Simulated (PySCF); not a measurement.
# Pr: ionisation energy

Pr [Xe] 4f3 6s2 (high-spin determinant) → Pr⁺ [Xe] 4f3 6s1 (high-spin determinant), as a difference of total energies. All numbers are calculated (PySCF 2.14, scalar relativity by spin-free X2C-1e, in cc-pVDZ-X2C (8s7p5d3f1g, 84 functions)). Correlated levels: valence: [Kr] 4d10 frozen. The calculations carry no spin-orbit coupling.

```
           method  ionisation energy (eV)
              UHF                   4.446
    MP2 (valence)                   5.316
SCS-MP2 (valence)                   5.360
   CCSD (valence)                   5.293
CCSD(T) (valence)                   5.387
```

Question: How much does correlation contribute at CCSD(T) (valence)?

Answer: 5.387 − (4.446) = 0.941 eV, measured against UHF.

Errors of the correlated levels include the incompleteness of this basis and the frozen core.

The determinant of Pr and of Pr⁺ mixes LS terms, which raises its energy above the lowest term, most at the Hartree-Fock and MP2 levels.

For comparison: 5.470 eV (semi-empirical (NIST evaluation); NIST Atomic Spectra Database, ionization energies).
